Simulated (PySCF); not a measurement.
**Circular dichroism: SMILES [C@@H]1(C)COBO[C@@H]1F, C4H8BFO2**

Molfile (atoms numbered from 1):
```
C4H8BFO2
     RDKit          3D

 16 16  0  0  0  0  0  0  0  0999 V2000
   -1.7819   -0.2634   -0.6852 C   0  0  0  0  0  0  0  0  0  0  0  0
   -0.5299   -0.2057    0.1802 C   0  0  2  0  0  0  0  0  0  0  0  0
   -0.0241    1.2274    0.3709 C   0  0  0  0  0  0  0  0  0  0  0  0
    1.2067    1.2611    1.0685 O   0  0  0  0  0  0  0  0  0  0  0  0
    2.0436    0.2172    1.0160 B   0  0  0  0  0  0  0  0  0  0  0  0
    1.7777   -0.9332    0.3198 O   0  0  0  0  0  0  0  0  0  0  0  0
    0.6253   -1.0104   -0.4303 C   0  0  2  0  0  0  0  0  0  0  0  0
    0.8879   -0.5182   -1.6971 F   0  0  0  0  0  0  0  0  0  0  0  0
   -2.1361   -1.2880   -0.7674 H   0  0  0  0  0  0  0  0  0  0  0  0
   -2.5701    0.3436   -0.2471 H   0  0  0  0  0  0  0  0  0  0  0  0
   -1.5686    0.1090   -1.6839 H   0  0  0  0  0  0  0  0  0  0  0  0
   -0.7268   -0.6431    1.1652 H   0  0  0  0  0  0  0  0  0  0  0  0
    0.1171    1.7020   -0.6079 H   0  0  0  0  0  0  0  0  0  0  0  0
   -0.7410    1.8169    0.9512 H   0  0  0  0  0  0  0  0  0  0  0  0
    3.0439    0.2648    1.6114 H   0  0  0  0  0  0  0  0  0  0  0  0
    0.3686   -2.0709   -0.5755 H   0  0  0  0  0  0  0  0  0  0  0  0
  1  2  1  0
  2  3  1  0
  3  4  1  0
  4  5  1  0
  5  6  1  0
  6  7  1  0
  7  8  1  0
  7  2  1  0
  1  9  1  0
  1 10  1  0
  1 11  1  0
  2 12  1  1
  3 13  1  0
  3 14  1  0
  5 15  1  0
  7 16  1  6
M  END
```

Method used: TDDFT LC-wPBE/def2-SVPD circular dichroism and optical rotation, one conformer, gas phase (PySCF). Geometry: GFN2-xTB.

(1) Assign R or S to each stereocentre.

(2) List the lowest 8 singlet excitations with oscillator and rotatory strengths.

Answers

(1) C2 R, C7 R.

(2) Rotatory strengths R in 10⁻⁴⁰ esu² cm², velocity form and length form (origin at the centre of mass); f in length form.
```tsv
state	E (eV)	λ (nm)	f	R (velocity)	R (length)	main
1	8.47	146	0.003	-12.1	-11.9	HOMO→LUMO+2 0.41, HOMO→LUMO+3 0.14
2	8.96	138	0.065	-14.7	-19.0	HOMO−1→LUMO+2 0.34, HOMO−1→LUMO+3 0.18
3	9.02	137	0.013	+43.8	+42.6	HOMO→LUMO 0.59, HOMO→LUMO+5 0.11
4	9.11	136	0.034	-18.7	-13.7	HOMO−2→LUMO+2 0.25, HOMO−2→LUMO+3 0.13
5	9.15	135	0.005	-15.6	-16.2	HOMO−1→LUMO 0.58, HOMO−1→LUMO+5 0.10
6	9.63	129	0.027	-2.0	-2.2	HOMO→LUMO+3 0.36, HOMO−2→LUMO 0.21
7	9.89	125	0.039	+11.6	+12.2	HOMO→LUMO+1 0.54, HOMO→LUMO+2 0.10
8	9.95	125	0.008	+26.5	+27.1	HOMO→LUMO+4 0.34, HOMO−2→LUMO 0.16
```

Among the states computed, the strongest CD band (largest |R|) is state 3. The largest dissymmetry factor in size, g = 4R/(D+G), with D and G the electric and magnetic dipole strengths, is -0.05 for state 5 (velocity form, f = 0.004), among bands with |R| over 0.5. The mirror image has the same energies and oscillator strengths and all R with the opposite sign.
